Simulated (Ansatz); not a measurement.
# Energy profile

The step: GeCl₂ + HCl → GeCl₂ + HCl; bonds formed: Ge1–Cl5, Cl2–H3; bonds broken: Ge1–Cl2, H3–Cl5 (atoms numbered as in the saddle structure below).

| atom | x (Å) | y (Å) | z (Å) |
| --- | --- | --- | --- |
| Ge1 | 0.6723 | -0.9497 | -0.4822 |
| Cl2 | 1.0754 | 1.3086 | 0.4362 |
| H3 | -0.3060 | 1.1634 | -0.2609 |
| Cl4 | -0.0798 | -1.8578 | 1.3519 |
| Cl5 | -1.3619 | 0.3355 | -1.0451 |

Electronic energies by CCSD(T) at an estimated basis limit (MP2 extrapolated from triple and quadruple zeta, plus CCSD(T) − MP2 in triple zeta), on PBE0-D4/def2-TZVP structures; GeHCl$_{3}$, closed shell; no counterpoise correction. Program: Ansatz 0.2.0. Basis: def2-TZVPP and def2-QZVPP. Cores are frozen in the correlated methods. Filled d shells of the heavier atoms are correlated. The def2 sets are not built for correlating such inner shells, so the correlated values are less sure here. Extrapolation: Hartree–Fock as exp(−7.88 √X), correlation as X^−2.97.

(1) Give the profile in eV, counted from the separated reactants. (An estimate is asked for; the value comes from the calculation.)

T1 diagnostic: at most 0.013.

## Answers

(1) By the calculation:
```
                                                                                          point      eV
separated: GeCl$_{2}$ (linked as [Cl][Ge][Cl]; Ge1, Cl2, Cl4; singlet) + HCl (H3, Cl5; singlet)   0.000
                                                                                start structure  -0.185
                                                                                         saddle   0.219
                                                                                  end structure  -0.185
separated: GeCl$_{2}$ (linked as [Cl][Ge][Cl]; Ge1, Cl4, Cl5; singlet) + HCl (Cl2, H3; singlet)   0.000
```

For scale, one of the runs: CCSD(T)/def2-TZVPP, 188 basis functions (an equivalent command: `ansatz run in.yaml --threads 4`). Hardware: 4 CPU threads, shared host. Wall time 39 s; peak host memory 1.8 GiB.
